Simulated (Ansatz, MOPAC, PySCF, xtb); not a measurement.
Torsion H3–C1–Si2–H6 in CH4Si (SMILES C[SiH]); at each angle all else is relaxed with GFN2-xTB, and the levels are single points there.
Geometry at 60° (charge 0, multiplicity 1):
```xyz
6

C     -0.534     0.030    -0.008
Si     1.235     0.766    -0.022
H     -0.674    -0.677    -0.826
H     -1.288     0.810    -0.118
H     -0.751    -0.500     0.918
H      1.181     1.394    -1.380
```

```json
[
 {"level": "PM3", "energy at 0° less that at 60° (kJ/mol)": "0.6", "minus CCSD(T)/CBS(cc-pV(T+d)Z, cc-pV(Q+d)Z)": "-4.2", "cost": "-"},
 {"level": "GFN1-xTB", "energy at 0° less that at 60° (kJ/mol)": "4.5", "minus CCSD(T)/CBS(cc-pV(T+d)Z, cc-pV(Q+d)Z)": "-0.3", "cost": "-"},
 {"level": "HF/3-21G", "energy at 0° less that at 60° (kJ/mol)": "3.9", "minus CCSD(T)/CBS(cc-pV(T+d)Z, cc-pV(Q+d)Z)": "-0.9", "cost": "-"},
 {"level": "BLYP/def2-TZVPP", "energy at 0° less that at 60° (kJ/mol)": "4.6", "minus CCSD(T)/CBS(cc-pV(T+d)Z, cc-pV(Q+d)Z)": "-0.2", "cost": "×1"},
 {"level": "BLYP-D4/def2-TZVPP", "energy at 0° less that at 60° (kJ/mol)": "4.7", "minus CCSD(T)/CBS(cc-pV(T+d)Z, cc-pV(Q+d)Z)": "-0.1", "cost": "×1"},
 {"level": "B3LYP/3-21G", "energy at 0° less that at 60° (kJ/mol)": "4.3", "minus CCSD(T)/CBS(cc-pV(T+d)Z, cc-pV(Q+d)Z)": "-0.5", "cost": "-"},
 {"level": "B3LYP/LANL2DZ", "energy at 0° less that at 60° (kJ/mol)": "4.1", "minus CCSD(T)/CBS(cc-pV(T+d)Z, cc-pV(Q+d)Z)": "-0.7", "cost": "-"},
 {"level": "PBE0/def2-TZVPP", "energy at 0° less that at 60° (kJ/mol)": "4.7", "minus CCSD(T)/CBS(cc-pV(T+d)Z, cc-pV(Q+d)Z)": "-0.1", "cost": "×1"},
 {"level": "PBE0-D3(BJ)/def2-TZVPP", "energy at 0° less that at 60° (kJ/mol)": "4.7", "minus CCSD(T)/CBS(cc-pV(T+d)Z, cc-pV(Q+d)Z)": "-0.1", "cost": "×1"},
 {"level": "PBE0-D4/def2-TZVPP", "energy at 0° less that at 60° (kJ/mol)": "4.7", "minus CCSD(T)/CBS(cc-pV(T+d)Z, cc-pV(Q+d)Z)": "-0.1", "cost": "×1"},
 {"level": "wB97X-V/def2-TZVPP", "energy at 0° less that at 60° (kJ/mol)": "4.8", "minus CCSD(T)/CBS(cc-pV(T+d)Z, cc-pV(Q+d)Z)": "0.0", "cost": "×3"},
 {"level": "SCS-MP2/cc-pV(Q+d)Z", "energy at 0° less that at 60° (kJ/mol)": "4.8", "minus CCSD(T)/CBS(cc-pV(T+d)Z, cc-pV(Q+d)Z)": "0.0", "cost": "-"},
 {"level": "CCSD/cc-pV(T+d)Z", "energy at 0° less that at 60° (kJ/mol)": "4.9", "minus CCSD(T)/CBS(cc-pV(T+d)Z, cc-pV(Q+d)Z)": "0.1", "cost": "-"},
 {"level": "CCSD(T)/CBS(cc-pV(T+d)Z, cc-pV(Q+d)Z)", "energy at 0° less that at 60° (kJ/mol)": "4.8", "minus CCSD(T)/CBS(cc-pV(T+d)Z, cc-pV(Q+d)Z)": "0.0", "cost": "×400*"}
]
```

 The comparison column counts from a level with limits of its own.

The rows run from 0.6 (PM3) to 4.9 kJ/mol (CCSD/cc-pV(T+d)Z). The dispersion term adds 0.1 in BLYP-D4, 0.0 in PBE0-D3(BJ), 0.0 in PBE0-D4. The 3 functionals in def2-TZVPP without D3 or D4 span 0.2, from BLYP to wB97X-V.

On the grid 0° to 120°, 0° is the highest and 60° the lowest point at CCSD(T)/CBS(cc-pV(T+d)Z, cc-pV(Q+d)Z).

Frozen-core correlation. CBS(a, b) extrapolates the correlation energy as X⁻³ and adds the Hartree–Fock energy of set b. Rows in 3-21G, LANL2DZ carry no dispersion term and start afresh at each structure. LANL2DZ brings its own core potentials from Na on. The state reached by PM3 isn't checked.

The values were computed with Ansatz (Gaussian basis) for Hartree–Fock, density functionals and correlated methods; MOPAC for PM3 (differences of heats of formation); PySCF for 3-21G rows, LANL2DZ rows, the dispersion terms; xtb for the GFN methods. Each number belongs to the level named beside it.

Costs are rough ratios of core time to PBE/def2-TZVPP (about 1.6 s over the structures, on one shared machine); a dash marks a level with no comparable run of its own. A star marks coupled-cluster runs past 200 virtual orbitals, where the program's memory plan changes under this machine's limit, so their costs aren't comparable with smaller runs.

Ansatz is a first-principles code.
